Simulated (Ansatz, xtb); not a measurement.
## Relaxing a trial structure of AlClH2OSi

The starting geometry of this gas-phase singlet was built from a drawn formula by distance geometry and a force field; its bonds are those of `O=[Si]([AlH2])Cl`.

```yaml
atoms:
  - { symbol: Al, position_ang: [-2.2011, 1.9025, 2.2323] }
  - { symbol: Cl, position_ang: [-4.9230, -0.8236, 2.3624] }
  - { symbol: O, position_ang: [-1.8405, -1.4391, 2.4257] }
  - { symbol: Si, position_ang: [-2.9158, -0.3773, 2.3485] }
  - { symbol: H, position_ang: [-0.6693, 2.2563, 2.1948] }
  - { symbol: H, position_ang: [-3.2848, 3.0563, 2.1894] }
```

**Question.** Where would you expect an optimisation with r2SCAN-D4/def2-SVP to take it?

**Answer.** It keeps its bonds, and is `O=[Si]([AlH2])Cl`.

The energy falls by 0.13 eV over 24 steps:

```json
{"step": "1", "E − E(last) (eV)": "0.134"}
{"step": "4", "E − E(last) (eV)": "0.053"}
{"step": "6", "E − E(last) (eV)": "0.051"}
{"step": "9", "E − E(last) (eV)": "0.050"}
{"step": "11", "E − E(last) (eV)": "0.046"}
{"step": "14", "E − E(last) (eV)": "0.032"}
{"step": "16", "E − E(last) (eV)": "0.013"}
{"step": "19", "E − E(last) (eV)": "0.003"}
{"step": "21", "E − E(last) (eV)": "0.000"}
{"step": "24", "E − E(last) (eV)": "0.000"}
```

Final geometry (Å):

```
atom    x (Å)    y (Å)   z (Å)
  Al  -2.2262   1.9496  2.2583
  Cl  -4.5124  -0.7895  1.2998
   O  -2.1658  -1.5051  3.3378
  Si  -2.8416  -0.4133  2.4878
   H  -1.2095   2.3448  1.1107
   H  -2.8790   2.9887  3.2586
```

From the same start GFN2-xTB ends elsewhere, differing in Al1–Cl2 (2.03 against 3.69 Å here), Cl2–Si4 (3.75 against 2.08 Å here).

The end wasn't checked by frequencies. Run with Ansatz 0.2.0, 2.3 min on 1 thread of Arm Neoverse N1, on a shared host.
